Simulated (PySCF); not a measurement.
Si2, triplet, at a GFN2-xTB geometry; PBE/aug-cc-pVDZ (PySCF).

Here is a job for PySCF.
```python
from pyscf import gto, scf, dft

mol = gto.Mole()
mol.atom = '''
    Si   -0.000000   -0.000000   -1.087058
    Si    0.000000    0.000000    1.087058
'''
mol.basis = 'aug-cc-pvdz'
mol.charge = 0
mol.spin = 2
mol.verbose = 4
mol.build()

mf = dft.UKS(mol)
mf.xc = 'pbe'
mf.kernel()
```

Problem. What does PySCF print? Leave out banner, timings and long lists.

Solution. 
```
PySCF version 2.14.0

[INPUT] verbose = 4
[INPUT] num. atoms = 2
[INPUT] num. electrons = 28
[INPUT] charge = 0
[INPUT] spin (= nelec alpha-beta = 2S) = 2
[INPUT] symmetry False subgroup None
[INPUT] Mole.unit = angstrom
[INPUT] Symbol           X                Y                Z      unit          X                Y                Z       unit  Magmom
[INPUT]  1 Si     0.000000000000   0.000000000000  -1.087058000000 AA    0.000000000000   0.000000000000  -2.054241901517 Bohr   0.0
[INPUT]  2 Si     0.000000000000   0.000000000000   1.087058000000 AA    0.000000000000   0.000000000000   2.054241901517 Bohr   0.0

nuclear repulsion = 47.7061634891239
number of shells = 16
number of NR pGTOs = 100
number of NR cGTOs = 54
basis = aug-cc-pvdz
ecp = {}

******** <class 'pyscf.dft.uks.UKS'> ********
method = UKS
initial guess = minao
damping factor = 0
level_shift factor = 0
DIIS = <class 'pyscf.scf.diis.CDIIS'>
diis_start_cycle = 1
diis_space = 8
diis_damp = 0
SCF conv_tol = 1e-09
SCF conv_tol_grad = None
SCF max_cycles = 50
direct_scf = True
direct_scf_tol = 1e-13
number electrons alpha = 15  beta = 13
XC library pyscf.dft.libxc version 7.1.2
    S. Lehtola, C. Steigemann, M. J. T. Oliveira, and M. A. L. Marques,  SoftwareX 7, 1–5 (2018)
XC functionals = pbe
    J. P. Perdew, K. Burke, and M. Ernzerhof,  Phys. Rev. Lett. 77, 3865 (1996)
    J. P. Perdew, K. Burke, and M. Ernzerhof,  Phys. Rev. Lett. 78, 1396 (1997)
    J. P. Perdew, K. Burke, and M. Ernzerhof,  Phys. Rev. Lett. 77, 3865 (1996)
    J. P. Perdew, K. Burke, and M. Ernzerhof,  Phys. Rev. Lett. 78, 1396 (1997)
radial grids:
    Treutler-Ahlrichs [JCP 102, 346 (1995); DOI:10.1063/1.469408] (M4) radial grids

becke partition: Becke, JCP 88, 2547 (1988); DOI:10.1063/1.454033
pruning grids: <function nwchem_prune>
grids dens level: 3
symmetrized grids: False
atomic radii adjust function: <function treutler_atomic_radii_adjust>
small_rho_cutoff = 0
Set gradient conv threshold to 3.16228e-05
tot grids = 38360
init E= -578.619006286771

cycle= 1 E= -578.556334867635  delta_E= 0.0627  |g|= 0.0846  |ddm|=    1
cycle= 2 E= -578.545435905442  delta_E= 0.0109  |g|= 0.116  |ddm|= 0.772
cycle= 3 E= -578.561949762899  delta_E= -0.0165  |g|= 0.0321  |ddm|= 0.738
cycle= 4 E= -578.56309292736  delta_E= -0.00114  |g|= 0.0154  |ddm|= 0.0322
cycle= 5 E= -578.563430371014  delta_E= -0.000337  |g|= 0.00421  |ddm|= 0.0286
cycle= 6 E= -578.563453248912  delta_E= -2.29e-05  |g|= 0.000922  |ddm|= 0.00617
cycle= 7 E= -578.563454519382  delta_E= -1.27e-06  |g|= 0.000179  |ddm|= 0.0022
cycle= 8 E= -578.563454570859  delta_E= -5.15e-08  |g|= 2.11e-05  |ddm|= 0.000349
cycle= 9 E= -578.563454571547  delta_E= -6.88e-10  |g|= 2.87e-06  |ddm|= 4.58e-05
Extra cycle  E= -578.563454571553  delta_E= -5.34e-12  |g|= 2.63e-06  |ddm|= 7.96e-06
converged SCF energy = -578.563454571553  <S^2> = 2.0034301  2S+1 = 3.0022859
```
